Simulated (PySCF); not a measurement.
CH₈BNO₂Si, SMILES N[SiH2]CB(O)O at its PBE0/def2-SVP optimised geometry (Å):

```
14

Si     0.8559    -0.2146     0.0000
N      0.1087     1.3468     0.0000
C      0.2208    -1.1030    -1.5344
B     -1.2710    -0.6864    -1.8009
O     -1.5064     0.3980    -2.5967
O     -2.3600    -1.3137    -1.2614
H      0.4475    -0.9469     1.2443
H      2.3600    -0.2146     0.0000
H      0.3091     2.0451     0.7055
H     -0.1126     1.7697    -0.8959
H      0.3521    -2.1879    -1.3901
H      0.8501    -0.7978    -2.3858
H     -2.4505     0.5878    -2.6452
H     -2.1290    -2.0451    -0.6831
```

Method: PySCF 2.14.0 with PBE0/def2-TZVP. Cells within 0.4 Å of a nucleus heavier than hydrogen are left out (blank, or x).

Map of the deformation density (molecule minus spherical neutral atoms) (e/bohr³) on the plane z = 0.0 Å:

```
|222222222222222222222222222|
|222222222222222222222222222|
|222222222222222222222222222|
|222222222222222222222222222|
|222222222222111122222222222|
|222222222221111112222222222|
|222222222211111112222222222|
|222222222211122222222222222|
|2222222222222x4322222222222|
|2222222222238xx532112222222|
|2222222222237xx742112222222|
|222222222222479731122222222|
|222222222222234311343212222|
|222222221111101xx3686212222|
|222222221111000xx3797212222|
|222222221111101101453212222|
|222222111111111100122222222|
|222221111111111101112222222|
|222211111111111111112222222|
|222211001111111111122222222|
|222211101111111111222222222|
|222221111122222222222222222|
|222222111222222222222222222|
|222222222222222222222222222|
|222222222222222222222222222|
|222222222222222222222222222|
|222222222222222222222222222|
```
Scale: ten equal steps from -0.019 (start of '0') to 0.069 (end of '9'), in the order '0123456789'; x runs from -4.50 to 4.50, y from -4.50 (bottom) to 4.50 (top).
